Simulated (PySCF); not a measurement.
Species: C₇H₁₀.
Cartesian coordinates in Å at the GFN2-xTB level; atoms count from 1:
```
atom  x, y, z in Å
C1    -1.2566   -1.2345   -1.1052
C2    -1.5373   -0.2429   -0.2686
C3    -0.6641    0.8922    0.0091
C4    -1.1241    1.9495    0.6821
C5     0.7187    0.8824   -0.5091
C6     1.6618    0.0096   -0.1817
C7     1.5176   -1.1080    0.7970
H8    -0.3202   -1.2793   -1.6351
H9    -1.9539   -2.0339   -1.2895
H10   -2.4945   -0.2176    0.2377
H11   -2.1319    1.9861    1.0611
H12   -0.5048    2.8081    0.8787
H13    0.9550    1.6861   -1.1956
H14    2.6447    0.1022   -0.6281
H15    1.6665   -2.0677    0.3016
H16    2.2791   -1.0184    1.5717
H17    0.5371   -1.1019    1.2639
```

Computed, not measured: TDDFT wB97X-D/def2-SVPD, vertical, gas phase, core orbitals frozen in the response in PySCF.

**Question.** What does the calculation give for the low-lying excited states?

**Answer.** 

```tsv
state	E (eV)	λ (nm)	ν̃ (cm⁻¹)	f	main configurations (H = HOMO, L = LUMO)
S1	5.47	226.7	44120	0.299	H→L (82%), H-1→L (15%)
S2	5.94	208.8	47890	0.190	H-1→L (78%), H→L (14%)
S3	6.17	201.0	49740	0.093	H→L+1 (92%)
S4	6.88	180.1	55530	0.0045	H→L+2 (80%)
S5	7.05	175.9	56840	0.0094	H-2→L (67%), H-3→L (18%)
S6	7.22	171.7	58250	0.039	H→L+3 (51%), H-1→L+2 (15%), H-1→L+1 (11%)
S7	7.41	167.3	59790	0.244	H-1→L+1 (68%), H-1→L+2 (9%)
S8	7.62	162.6	61490	0.052	H-3→L (36%), H→L+7 (9%), H-2→L (9%)
```

Triplets (Tamm–Dancoff): T1 3.25 eV, H→L (87%); T2 4.32 eV, H→L+1 (34%), H-1→L+1 (27%), H-1→L (26%); T3 5.05 eV, H-1→L+1 (28%), H-2→L (23%), H-3→L (14%).

The lowest singlet lies at 5.47 eV (227 nm, ultraviolet) and is strong; its leading configuration is HOMO→LUMO (82%). The lowest level is also the most intense of those listed (f = 0.299). Löwdin shares by element: HOMO carbon 71% or more (atoms not listed hold the other 29%); LUMO carbon 74% or more (atoms not listed hold the other 26%). The listed states span 2.15 eV, and the widest gap between neighbours is 0.72 eV (S3 to S4). Weighted by f, the mean energy of these states is 6.36 eV. The oscillator strengths of these states sum to 0.931; summed over the whole spectrum of an exact calculation they would give the number of electrons, 52 (Thomas–Reiche–Kuhn). Singlets were solved by full linear response, triplets in the Tamm–Dancoff approximation.

One conformer stands for the species.
